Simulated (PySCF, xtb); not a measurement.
CF₃, SMILES F[C](F)F (connectivity only; charge and spin as stated), charge +1, multiplicity 1.

Harmonic wavenumbers (cm⁻¹) from GFN2-xTB in xtb at its own minimum, in rising order: 495, 495, 623, 998, 1564, 1564.

Q: What does PySCF with B3LYP-D3(BJ)/def2-TZVP give at its own minimum? (Estimate from the structure and the level; the computed values follow.)

A: 587, 587, 798, 1048, 1660, 1660. Paired by order, the mean absolute difference is 100 cm⁻¹ and the zero-point energies are 8.2 and 9.1 kcal/mol.
